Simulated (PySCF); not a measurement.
PBE0-D3(BJ)/def2-SVP geometry optimisation, IEF-PCM water with PySCF 2.14 and geomeTRIC: [Cu(NH3)5]3+, charge 3, multiplicity 3. Start (model start, shaken):

```
21

Cu    0.0000    0.0045   -0.0041
N    -0.0134   -0.0068    1.8951
H     0.9433    0.0201    2.2929
H    -0.4805    0.8235    2.3057
H    -0.4696   -0.8301    2.2999
N     0.0104   -0.0202   -1.9169
H    -0.9709   -0.0193   -2.3280
H     0.4677    0.7971   -2.2963
H     0.4735   -0.8189   -2.3381
N     1.9019   -0.0007    0.0017
H     2.2774    0.9352   -0.0147
H     2.2882   -0.4553    0.8040
H     2.2999   -0.4579   -0.8249
N    -0.9567    1.6558    0.0010
H    -1.1685    1.9933    0.9627
H    -0.4666    2.4131   -0.4694
H    -1.8666    1.6141   -0.4597
N    -0.9730   -1.6530    0.0086
H    -1.1530   -1.9819    0.9414
H    -1.8469   -1.5625   -0.4813
H    -0.4404   -2.4072   -0.4693
```

| step | E − E(start) / kcal mol⁻¹ | largest force / Eh bohr⁻¹ |
| --- | --- | --- |
| 0 | 0.00 | 0.05376 |
| 1 | -19.32 | 0.02610 |
| 2 | -27.84 | 0.01418 |
| 3 | -33.15 | 0.00690 |
| 4 | -34.52 | 0.00672 |
| 5 | -34.88 | 0.00685 |
| 6 | -35.44 | 0.00441 |
| 7 | -35.55 | 0.00212 |
| 8 | -35.64 | 0.00177 |
| 9 | -35.72 | 0.00137 |
| 10 | -35.76 | 0.00094 |
| 11 | -35.84 | 0.00172 |
| 12 | -35.91 | 0.00228 |
| 13 | -36.03 | 0.00267 |
| 14 | -36.21 | 0.00242 |
| 15 | -36.28 | 0.00172 |
| 16 | -36.31 | 0.00160 |
| 17 | -36.33 | 0.00151 |
| 18 | -36.35 | 0.00150 |
| 19 | -36.36 | 0.00147 |
| 20 | -36.37 | 0.00149 |
| 21 | -36.39 | 0.00178 |
| 22 | -36.42 | 0.00118 |
| 23 | -36.45 | 0.00036 |
| 24 | -36.45 | 0.00047 |
| 25 | -36.47 | 0.00097 |
| 26 | -36.50 | 0.00168 |
| 27 | -36.54 | 0.00148 |
| 28 | -36.58 | 0.00084 |
| 29 | -36.60 | 0.00087 |
| 30 | -36.63 | 0.00115 |
| 31 | -36.65 | 0.00126 |
| 32 | -36.70 | 0.00135 |
| 33 | -36.72 | 0.00125 |
| 34 | -36.73 | 0.00113 |
| 35 | -36.74 | 0.00108 |
| 36 | -36.75 | 0.00105 |
| 37 | -36.76 | 0.00105 |
| 38 | -36.77 | 0.00105 |
| 39 | -36.79 | 0.00095 |
| 40 | -36.80 | 0.00068 |
| 41 | -36.80 | 0.00038 |

The optimisation met its thresholds. End point:

```
21

Cu    0.1415    0.2363    0.0122
N     0.1398    0.2984    2.0512
H     0.8114   -0.3406    2.4815
H     0.3997    1.2507    2.3259
H    -0.7757    0.0994    2.4612
N     0.3456    0.4438   -2.0002
H    -0.4751    0.8425   -2.4606
H     1.1334    1.0779   -2.1645
H     0.5570   -0.4429   -2.4647
N     1.9440   -0.7163    0.0831
H     2.6220   -0.0716    0.5000
H     1.9176   -1.5581    0.6640
H     2.2992   -0.9877   -0.8361
N    -1.4961    1.4452    0.0151
H    -2.1090    1.2864    0.8179
H    -1.1568    2.4107    0.0666
H    -2.0688    1.3611   -0.8277
N    -0.9598   -1.4444   -0.1790
H    -1.3690   -1.6774    0.7300
H    -1.6987   -1.2717   -0.8667
H    -0.3461   -2.1989   -0.4987
```

Metal–donor distances, start → end: N2 1.899 → 2.040 Å, N6 1.913 → 2.033 Å, N10 1.902 → 2.040 Å, N14 1.908 → 2.036 Å, N18 1.922 → 2.018 Å.

No frequencies were computed, so the end point may be a saddle point.

The job took 40 min on one thread of Arm Neoverse V1 (shared host), with 176 basis functions and a peak of 1.8 GiB, launched as `OMP_NUM_THREADS=1 python lf_run.py task.json out`.
